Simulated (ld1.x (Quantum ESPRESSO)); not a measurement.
**Building the PAW potential for nitrogen (N) (PBE, non-relativistic).**

- Element: nitrogen (N)
- Generator: ld1.x (Quantum ESPRESSO) 7.5
- Type: PAW
- Functional: PBE
- Relativity: non-relativistic
- Frozen core: [He]
- Valence charge: 5
- Reference configuration: 2s2 2p3
- Partial waves: 2s (bound): rcut 0.75, rcutus 0.95 bohr; 2s channel at -0.2 Ry: rcut 0.75, rcutus 0.95 bohr; 2p (bound): rcut 2.15, rcutus 2.60 bohr; 2p channel at 0.6 Ry: rcut 2.15, rcutus 2.60 bohr
- Local potential: all-electron potential smoothed inside 2.45 bohr (lloc = -1)
- Core correction: Bessel-smoothed model core inside 0.95 bohr
- Augmentation charge: PSQ, inside the norm-conserving radii

All-electron outer shells of the reference configuration (PBE, non-relativistic, ld1.x):

```json
{"shell": "2s", "level (eV)": "-18.56", "outermost node (bohr)": "0.32", "outermost maximum (bohr)": "1.02"}
{"shell": "2p", "level (eV)": "-7.10", "outermost node (bohr)": "–", "outermost maximum (bohr)": "0.98"}
```

Q: Estimate the cutoffs (Ry, on a coarse ladder) from which the occupation-weighted sum of valence levels, in a spherical-Bessel basis at the reference potential, stays within 10 and 1 mRy of its value at 400 Ry.

A: 25 Ry and 40 Ry.

Q: What does a ghost test show?

A: No extra level below or beside the all-electron valence levels (s, p, d, f tested).

Q: Is the overlap operator S = 1 + Σ q|β⟩⟨β| positive definite (Bessel basis up to 400 Ry)?

A: Yes: its lowest eigenvalue is 0.14 (s channel).

Q: Which valence shell sets the plane-wave cutoff?

A: 2s: its level needs 40 Ry to come within 1 mRy, against 10 Ry for 2p.

Its largest configuration-test error is +50 meV (2s2 2p0). 1 of 7 tests not solved or not reliable. Not counted: 2s2 2p2 (solver errors, printed error -128 eV).
